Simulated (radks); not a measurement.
Polarisability of the molybdenum ion Mo6+, [Kr], at imaginary frequency. All-electron calculation, scalar-relativistic Kohn-Sham, LB94 model potential, spin-polarised, spherical densities, finite nucleus; Fermi nuclear charge, rms radius 4.4091 fm. Program: a radial shooting solver on a logarithmic mesh with Libxc functionals. Response by self-consistent Sternheimer equations with the Hartree and adiabatic LDA kernel, the relativistic mass of each level held fixed and spin-orbit coupling left out.

| w (hartree) | alpha1(iw) (bohr^3) | alpha2(iw) (bohr^5) |
|---|---|---|
| 0.00266 | 1.809 | 2.605 |
| 0.0143 | 1.809 | 2.605 |
| 0.0360 | 1.809 | 2.604 |
| 0.0697 | 1.807 | 2.603 |
| 0.118 | 1.803 | 2.600 |
| 0.186 | 1.793 | 2.593 |
| 0.280 | 1.773 | 2.579 |
| 0.413 | 1.732 | 2.550 |
| 0.605 | 1.651 | 2.491 |
| 0.892 | 1.499 | 2.371 |
| 1.35 | 1.235 | 2.129 |
| 2.12 | 0.8556 | 1.684 |
| 3.59 | 0.4583 | 1.029 |
| 6.94 | 0.1831 | 0.4046 |
| 17.5 | 0.05000 | 0.08176 |

Static values: alpha1 = 1.809 bohr^3 (0.2681 angstrom^3; uncoupled 2.864), alpha2 = 2.605 bohr^5, alpha3 = 7.677 bohr^7. C6 = 5.045, C8 = 42.64, triple-dipole C9 = 6.651 atomic units. One-pole (London) frequency 4 C6 / (3 alpha1^2) = 2.055 hartree, against 4.644 for minus the highest occupied eigenvalue.
